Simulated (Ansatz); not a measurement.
**What each rung costs, and what it gives**

Saddle point of SiN2H4F2, singlet (SiN₂H₄F₂ ([NH2][Si]([NH2])([F])[F]) → SiNHF₂ ([NH][Si]([F])[F]) + NH₃ (still joined by a long Si–N bond); bonds formed: N2–H4; bonds broken: N3–H4; bonds weakened to dative contacts: Si1–N2), PBE0-D4/def2-TZVP structure:

Si1  (-0.327, -0.093, 0.710)
N2  (1.024, 0.035, -0.523)
N3  (-1.345, 0.137, -0.525)
H4  (-0.018, 0.171, -1.130)
F5  (-0.040, 0.978, 1.849)
F6  (-0.144, -1.473, 1.479)
H7  (1.631, 0.845, -0.493)
H8  (1.561, -0.795, -0.740)
H9  (-2.341, 0.195, -0.628)
(Å)

Barriers are electronic and count from the start structure reached by relaxing down the imaginary mode.

Program: Ansatz 0.2.0. Basis: as named in each row. Cores are frozen in the correlated methods. B3LYP uses VWN-RPA correlation. Extrapolation: Hartree–Fock as exp(−7.88 √X), correlation as X^−2.97.

Times are rough, for one single point on 4 threads of a shared host (Arm Neoverse V2).

The estimate by CCSD(T) at an estimated basis limit (MP2 extrapolated from triple and quadruple zeta, plus CCSD(T) − MP2 in triple zeta) is 56.09 kcal/mol.

| method | basis | time (s) | barrier (kcal/mol) | method less estimate |
| --- | --- | --- | --- | --- |
| HF | STO-3G | under 1 | 90.90 | 34.81 |
| PBE-D4 | STO-3G | under 1 | 48.30 | -7.79 |
| SPW92 | def2-SVP | under 1 | 42.27 | -13.82 |
| B3LYP-D4 | 6-31G | under 1 | 55.28 | -0.80 |
| PBE-D4 | def2-SVP | under 1 | 45.99 | -10.10 |
| PBE0-D4 | def2-SVP | under 1 | 51.48 | -4.61 |
| SPW92 | def2-TZVPP | under 1 | 44.86 | -11.23 |
| PBE-D4 | def2-TZVPP | 2 | 48.41 | -7.68 |
| BLYP-D4 | def2-TZVPP | 2 | 51.57 | -4.52 |
| CCSD(T) | def2-SVP | 2 | 55.65 | -0.44 |
| BHLYP-D4 | def2-TZVPP | 2 | 60.73 | 4.64 |
| B3LYP-D4 | def2-TZVPP | 2 | 55.22 | -0.87 |
| CAM-B3LYP-D4 | def2-TZVPP | 2 | 56.60 | 0.52 |
| wB97M-V | def2-SVP | 3 | 53.28 | -2.81 |
| r2SCAN-D4 | def2-TZVPP | 3 | 52.82 | -3.27 |
| PBE0-D4 | def2-TZVPP | 3 | 53.25 | -2.84 |
| r2SCAN0-D4 | def2-TZVPP | 4 | 55.91 | -0.18 |
| B2PLYP | def2-TZVPP | 4 | 55.45 | -0.64 |
| PBE-QIDH | def2-TZVPP | 4 | 55.78 | -0.31 |
| wB97X-V | def2-TZVPP | 6 | 56.38 | 0.29 |
| RPA on PBE | def2-TZVPP | 6 | 55.20 | -0.89 |
| wB97M-V | def2-TZVPP | 6 | 55.46 | -0.63 |
| B97M-V | def2-TZVPP | 7 | 56.01 | -0.07 |
| MP2 | def2-QZVPP | 18 | 54.69 | -1.40 |
| CCSD(T) | def2-TZVPP | 37 | 56.11 | 0.02 |

All methods are single points on the PBE0-D4 structures.

The T1 diagnostic stays at or below 0.013.

Labels in which every atom is bracketed show which atoms are joined, not bond orders.
